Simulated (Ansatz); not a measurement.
`F[SiH2][AlH][Cl]` + `[CH3][Zn][PH2]` → `P[SiH2][AlH][Cl]` + `[CH3][Zn][F]`  (redistribution)

Computed with Ansatz on PBE0-D4/def2-TZVP structures; ΔE is electronic, products minus reactants. CCSD(T)/CBS adds triple-zeta CCSD(T) − MP2 to the extrapolated MP2 energy (def2 sets, frozen cores). DFT in def2-TZVPP. For Zn outer-core shells are correlated without core-valence functions, which leaves a few kJ/mol of doubt a bond. Scalar relativity is left out up to krypton. Each species was taken in one conformer, which may not be the lowest.

`F[SiH2][AlH][Cl]`:

```xyz
7

F     0.698    0.253    2.042
Si    0.269   -0.681    0.806
Al   -0.382    0.684   -1.137
Cl   -0.298    2.772   -0.948
H     1.422   -1.572    0.495
H    -0.848   -1.553    1.268
H    -0.861    0.097   -2.525
```

`[CH3][Zn][PH2]`:

Cartesian coordinates in Å:
```
C -0.280 -1.229 1.167
Zn 0.036 -0.021 -0.326
P 0.406 1.350 -2.119
H -1.351 -1.366 1.334
H 0.159 -0.833 2.086
H 0.161 -2.210 0.974
H 1.452 2.036 -1.439
H -0.584 2.274 -1.677
```

`P[SiH2][AlH][Cl]`:

```xyz
9

P    -1.768   -0.141   -1.187
Si   -0.462    0.942    0.327
Al    1.602   -0.314    0.604
Cl    1.432   -2.090    1.722
H    -0.733   -0.289   -2.151
H    -1.546   -1.428   -0.627
H    -0.268    2.324   -0.195
H    -1.260    1.030    1.581
H     3.003   -0.033   -0.073
```

`[CH3][Zn][F]`:

```xyz
6

C     0.247    0.672   -0.191
Zn   -0.390   -1.063    0.302
F    -0.975   -2.655    0.754
H     1.228    0.854    0.249
H     0.331    0.750   -1.276
H    -0.441    1.442    0.161
```

CCSD(T)/CBS gives +50.2 kJ/mol.

**Question.** Another level gave +52.8 kJ/mol. Which?
A. r2SCAN0/def2-TZVPP
B. PBE/def2-TZVPP
C. r2SCAN/def2-TZVPP
D. CAM-B3LYP/def2-TZVPP

**Answer.** A. r2SCAN0 52.8, PBE 42.8, CAM-B3LYP 57.7, r2SCAN 47.5 kJ/mol.

Largest T1 diagnostic among the species: 0.016.

At CCSD(T), def2-SVP lies −12.0 kJ/mol from the extrapolated value and def2-TZVPP +1.2 kJ/mol. From BLYP to BHLYP (50 % exact exchange), in def2-TZVPP and without D4, ΔE moves by +11.2 kJ/mol.
